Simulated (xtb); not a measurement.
C4H11Ge (SMILES [CH2]C(C)[CH2][GeH3]), doublet, at a GFN2-xTB geometry, atoms displaced at random by about 0.1 Å a coordinate; GFN2-xTB with ALPB(hexane) (xtb 6.7.1).

xtb was given this input:
```
$ xtb mol.xyz --gfn 2 --uhf 1 --opt --alpb hexane --json

# file mol.xyz
16

C     -2.60137481    -1.05179946    -0.68858812
C     -1.31977514     0.15000456    -0.71719941
C     -1.58177698     1.44365466     0.05021368
C     -0.39039019    -0.83534074     0.11725216
Ge     1.34237035     0.01658255     0.24444748
H     -3.24754530    -0.65923320    -0.09411071
H     -2.70460440    -1.49612375    -1.36959240
H     -1.03666337     0.28065440    -1.66155842
H     -2.57716986     1.85782757    -0.49699533
H     -2.12459560     1.29650967     1.06198732
H     -0.81455797     1.90554499     0.10396820
H     -0.76371496    -0.90397910     1.06510962
H     -0.27516843    -1.61681170    -0.42234071
H      1.47352363     1.06969662     1.35257937
H      2.59790927    -0.98935317     0.84328950
H      1.86295531     0.92750775    -0.83311643
```

The log (banner, timings and long lists left out):

```
   ID    Z sym.   atoms
    1    6 C      1-4
    2   32 Ge     5
    3    1 H      6-16

           -------------------------------------------------
          |                Calculation Setup                |
           -------------------------------------------------

           -------------------------------------------------
          |                 G F N 2 - x T B                 |
           -------------------------------------------------

      * Solvation model:               ALPB
        Solvent                        hexane
        Parameter file                 internal GFN2-xTB/ALPB
        Dielectric constant                1.8800E+00
        Reference state                gsolv [1 M gas/solution]
        Free energy shift                  4.8134E-03 Eh       3.0204E+00 kcal/mol
        Temperature                        2.9815E+02 K
        Density                            6.6000E-01 kg/L
        Solvent mass                       8.6180E+01 g/mol
        Interaction kernel             P16
        Born radius scaling (c1)           1.1040E+00
        Born radii integrator          GBOBC
        Born offset                        0.0000E+00 a0       0.0000E+00 AA
        H-bond correction              false
        Ion screening                  false
        Surface tension                    1.0000E-05 Eh       1.5569E+01 dyn/cm
        Grid points                               230 per atom

          ...................................................
          :                      SETUP                      :
          :.................................................:
          :  # basis functions                  37          :
          :  # atomic orbitals                  36          :
          :  # shells                           22          :
          :  # electrons                        31          :
          :  max. iterations                   250          :
          :  Hamiltonian                  GFN2-xTB          :
          :  restarted?                      false          :
          :  GBSA solvation                   true          :
          :  PC potential                    false          :
          :  electronic temp.          300.0000000     K    :
          :  accuracy                    1.0000000          :
          :  -> integral cutoff          0.2500000E+02      :
          :  -> integral neglect         0.1000000E-07      :
          :  -> SCF convergence          0.1000000E-05 Eh   :
[...]
 * total energy  :   -16.0053218 Eh     change       -0.4486384E-02 Eh
 * total energy  :   -16.0062002 Eh     change       -0.8783985E-03 Eh
 * total energy  :   -16.0064598 Eh     change       -0.2595893E-03 Eh
 * total energy  :   -16.0066541 Eh     change       -0.1942940E-03 Eh
 * total energy  :   -16.0067232 Eh     change       -0.6908315E-04 Eh
 * total energy  :   -16.0067525 Eh     change       -0.2931238E-04 Eh
 * total energy  :   -16.0067700 Eh     change       -0.1750966E-04 Eh
 * total energy  :   -16.0067813 Eh     change       -0.1137209E-04 Eh
 * total energy  :   -16.0067935 Eh     change       -0.1219617E-04 Eh
 * total energy  :   -16.0068043 Eh     change       -0.1077128E-04 Eh
 * total energy  :   -16.0068104 Eh     change       -0.6075547E-05 Eh
 * total energy  :   -16.0068142 Eh     change       -0.3780305E-05 Eh
   *** GEOMETRY OPTIMIZATION CONVERGED AFTER 15 ITERATIONS ***
         :: total energy             -16.006814170244 Eh    ::
[...]
 Mol. C8AA /au·bohr⁸  :      85614.430958
 Mol. α(0) /au        :         81.072384

Wiberg/Mayer (AO) data.
largest (>0.10) Wiberg bond orders for each atom

 ---------------------------------------------------------------------------
     #   Z sym  total        # sym  WBO       # sym  WBO       # sym  WBO
 ---------------------------------------------------------------------------
     1   6 C    3.205 --     2 C    1.090     7 H    0.985     6 H    0.984
     2   6 C    3.996 --     1 C    1.090     3 C    1.006     8 H    0.950
                             4 C    0.942
     3   6 C    3.996 --     2 C    1.006     9 H    0.986    10 H    0.985
                            11 H    0.970
     4   6 C    3.982 --    12 H    0.966    13 H    0.965     2 C    0.942
                             5 Ge   0.885
     5  32 Ge   3.593 --     4 C    0.885    16 H    0.867    14 H    0.865
                            15 H    0.865
     6   1 H    0.999 --     1 C    0.984
     7   1 H    0.999 --     1 C    0.985
     8   1 H    0.998 --     2 C    0.950
     9   1 H    0.998 --     3 C    0.986
    10   1 H    0.998 --     3 C    0.985
    11   1 H    0.998 --     3 C    0.970
    12   1 H    0.999 --     4 C    0.966
    13   1 H    0.999 --     4 C    0.965
    14   1 H    0.999 --     5 Ge   0.865
    15   1 H    0.993 --     5 Ge   0.865
    16   1 H    0.999 --     5 Ge   0.867
 ---------------------------------------------------------------------------

Topologies differ in total number of bonds
Writing topology from bond orders to xtbtopo.mol

molecular dipole:
                 x           y           z       tot (Debye)
 q only:        0.047       0.120       0.062
   full:       -0.220      -0.109       0.053       0.639
molecular quadrupole (traceless):
                xx          xy          yy          xz          yz          zz
 q only:       -1.246      -0.886       0.900      -0.684      -0.080       0.346
  q+dip:       -2.973      -1.003       1.391      -2.151       0.088       1.581
   full:       -2.550      -0.838       1.385      -1.657      -0.119       1.165

optimized geometry written to: xtbopt.xyz

           -------------------------------------------------
          | TOTAL ENERGY              -16.006814170244 Eh   |
          | GRADIENT NORM               0.000829857318 Eh/α |
          | HOMO-LUMO GAP               5.370052706958 eV   |
           -------------------------------------------------

normal termination of xtb
```
